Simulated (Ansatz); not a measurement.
Molecule: sum formula GeHBr2, net charge -1, singlet state. It need not be the lowest isomer of its formula. Whether it binds its extra electron was not tested at this geometry. 
Geometry from a B3LYP-D3(BJ)/def2-TZVP (Ansatz, a quantum-chemistry and plane-wave program) optimisation:
```
Ge
H 1 1.6129
Br 1 2.5391 2 91.75
Br 1 2.5391 2 91.75 3 -101.62
```
Charge -1, spin multiplicity 1.

Basis-set convergence of Hartree-Fock and CCSD(T) correlation energies (hartree) with Ansatz. Valence correlation only, unless marked. No spin-orbit coupling. The frozen core is the preceding noble-gas configuration, with the filled d and f shells of earlier blocks. No relativistic terms. This anion needs diffuse functions, which these sets lack.

```tsv
basis	functions	E(HF)	E(corr, CCSD(T))
cc-pVDZ	86	-7220.82936	-0.35806
cc-pVTZ	143	-7221.05933	-0.49494
cc-pVQZ	234	-7221.06944	-0.54388
cc-pV5Z	367	?	?
```

Q: Fill in the missing entries.

A: 
- cc-pV5Z, E(HF): -7221.07068
- cc-pV5Z, E(corr, CCSD(T)): -0.56073
